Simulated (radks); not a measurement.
Sb4+, configuration [Kr] 4d10 5s1. Method: Dirac Kohn-Sham, PBEsol, spin-unpolarised, spherical densities, point nucleus; speed of light set to 411.108 atomic units (3 times the physical value, a model run); computed with a radial shooting solver on a logarithmic mesh with Libxc functionals.

Unscreened Slater integrals over Kohn-Sham orbitals (cm^-1). Large and small components are both included.

| integral | value |
|---|---|
| F0(5s1/2,5s1/2) | 98486 |
| F0(5s1/2,4d5/2) | 119540 |
| G2(5s1/2,4d5/2) | 15176 |
| F0(5s1/2,4d3/2) | 119570 |
| G2(5s1/2,4d3/2) | 15127 |
| F0(5s1/2,4p3/2) | 122120 |
| G1(5s1/2,4p3/2) | 9038.5 |
| F0(4d5/2,4d5/2) | 197030 |
| F2(4d5/2,4d5/2) | 99628 |
| F4(4d5/2,4d5/2) | 65914 |
| F0(4d5/2,4d3/2) | 197160 |
| F2(4d5/2,4d3/2) | 99689 |
| G2(4d5/2,4d3/2) | 99681 |
| G4(4d5/2,4d3/2) | 65950 |
| F0(4d5/2,4p3/2) | 211120 |
| F2(4d5/2,4p3/2) | 107250 |
| G1(4d5/2,4p3/2) | 136570 |
| G3(4d5/2,4p3/2) | 84438 |
| F0(4d3/2,4d3/2) | 197280 |
| F2(4d3/2,4d3/2) | 99751 |
| F0(4d3/2,4p3/2) | 211280 |
| F2(4d3/2,4p3/2) | 107350 |
| G1(4d3/2,4p3/2) | 136700 |
| G3(4d3/2,4p3/2) | 84531 |
| F0(4p3/2,4p3/2) | 228680 |
| F2(4p3/2,4p3/2) | 120110 |
